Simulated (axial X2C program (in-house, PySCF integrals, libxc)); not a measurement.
**Spin–orbit effects down a group: molecules with Li (ions), MP2**

Calculated with an in-house relativistic program for diatomic molecules, spin-free (one-electron X2C) or two-component (2c: spin–orbit coupling with atomic mean-field Coulomb and Gaunt terms, which also bring small scalar terms), in Dyall basis sets with cores contracted in-house; open shells are unrestricted.

Basis sets: Cd dyall-cv3z, Hg dyall-cv3z, Li dyall-cv3z, Zn dyall-cv3z. Frozen shells (counts by l): LiZn⁺ Zn 3s2p, Li 1s, 12 electrons correlated; LiCd⁺ Cd 4s3p1d, Li 1s, 12 electrons correlated; LiHg⁺ Hg 5s4p2d1f, Li 1s, 12 electrons correlated. Where the outer core of a metal is frozen, bonds come out longer and ionisation energies lower.

```json
{"molecule": "LiZn⁺", "spin-free state": "M_S = 0, Λ = 0", "Re (Å)": "2.702", "ωe (cm⁻¹)": "247.5", "De (eV)": "0.56", "2c state": "Ω = 0", "Re 2c (Å)": "2.702", "ωe 2c (cm⁻¹)": "247.5", "De 2c (eV)": "0.56"}
{"molecule": "LiCd⁺", "spin-free state": "M_S = 0, Λ = 0", "Re (Å)": "2.793", "ωe (cm⁻¹)": "239.1", "De (eV)": "0.56", "2c state": "Ω = 0", "Re 2c (Å)": "2.793", "ωe 2c (cm⁻¹)": "239.1", "De 2c (eV)": "0.56"}
{"molecule": "LiHg⁺", "spin-free state": "M_S = 0, Λ = 0", "Re (Å)": "2.693", "ωe (cm⁻¹)": "246.7", "De (eV)": "0.47", "2c state": "Ω = 0", "Re 2c (Å)": "2.692", "ωe 2c (cm⁻¹)": "247.0", "De 2c (eV)": "0.47"}
```

Fragments in 2c: Zn + Li+, Cd + Li+, Hg + Li+. Each entry is the lowest single determinant of a limited PBE0 search at one distance. De goes to single-determinant-based atoms at the same level (for ions the charge split of lowest energy) and is withheld (n/a) where an atom does not fit its ground term or J level. Main or longest-lived isotopes.
